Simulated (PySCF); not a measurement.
5-fluorofuran-3-one (C4H3FO2), SMILES O=C1C=C(F)OC1. Atoms are numbered in the order given.

```xyz
10

O     -0.5492     2.3835     0.0000
C     -0.2457     1.2157     0.0000
C     -1.0648     0.0134     0.0000
C     -0.1898    -1.0175     0.0000
F     -0.4369    -2.2897     0.0000
O      1.0985    -0.7334     0.0000
C      1.1988     0.6931     0.0000
H     -2.1487    -0.0484     0.0000
H      1.7477     1.0138     0.8974
H      1.7477     1.0138    -0.8974
```
Charge 0, spin multiplicity 1.

Geometry: PBE0-D3(BJ)/def2-SVP. Other conformers were not sampled.

Level of theory: KT2/pcSseg-1 (PySCF).

GIAO shieldings, no solvent; atoms alike by connectivity are averaged. δ = σ(ref) − σ: ¹⁷O against H2O (σ = 330.4 ppm); ¹³C against TMS (σ = 185.1 ppm); ¹⁹F against CFCl3 (σ = 127.1 ppm); ¹H against TMS (σ = 31.47 ppm), references at their B3LYP-D3(BJ)/def2-TZVP geometries, non-relativistic.

```csv
atoms,nucleus,count,δ (ppm)
O1,¹⁷O,1,512.7
O6,¹⁷O,1,___
C4,¹³C,1,184.2
C2,¹³C,1,182.4
C3,¹³C,1,78.5
C7,¹³C,1,___
F5,¹⁹F,1,-103.6
H8,¹H,1,___
"H9, H10",¹H,2,___
```

**Question.** Some entries are withheld; supply them. (An estimate is asked for; the answer gives what the named calculation found.)

**Answer.** 
- O6, δ (ppm): 170.1
- H8, δ (ppm): 5.12
- C7, δ (ppm): 78.1
- H9, H10, δ (ppm): 4.66
